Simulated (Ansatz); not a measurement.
`C[Si](N)(N)F` + `C#[C][SnH3]` → `N[SiH](N)F` + `C#[C][SnH2][CH3]`  (redistribution)

Isolated molecules relaxed with PBE0-D4/def2-TZVP in Ansatz; ΔE leaves out vibrations. CCSD(T)/CBS adds triple-zeta CCSD(T) − MP2 to the extrapolated MP2 energy (def2 sets, frozen cores). Functionals use def2-TZVPP. B3LYP here is the variant with VWN-RPA as its local correlation; programs differ in this. Elements past krypton have def2 core potentials. For Sn outer-core shells are correlated without core-valence functions, which leaves a few kJ/mol of doubt a bond. One conformer a species, not always the lowest.

Question: Is it downhill or uphill in electronic energy at CCSD(T)/CBS, and by how much? (Estimate.)

Answer: Ansatz gave: Uphill: ΔE = +13.7 kJ/mol.

Question: What do these levels give: revPBE-D4, B97M-V, BHLYP-D4, B3LYP, HF/CBS(def2), MP2/CBS(def2)? (Best estimate.)

Answer: The calculation gave: revPBE-D4 23.4, B97M-V 31.1, BHLYP-D4 22.3, B3LYP 18.5, HF/CBS(def2) 19.3, MP2/CBS(def2) 9.6 kJ/mol.

Largest T1 diagnostic among the species: 0.014.

Leaving LDA and LC-ωPBE aside and taking each functional with its dispersion term where it has one, the values, not all of them listed here, spread over 13.8 kJ/mol, from B2PLYP to B97M-V. LDA lies +8.7 kJ/mol from PBE without D4. From BLYP to BHLYP (50 % exact exchange), in def2-TZVPP and without D4, ΔE moves by +5.2 kJ/mol. At CCSD(T), def2-SVP lies +8.0 kJ/mol from the extrapolated value and def2-TZVPP +3.9 kJ/mol.
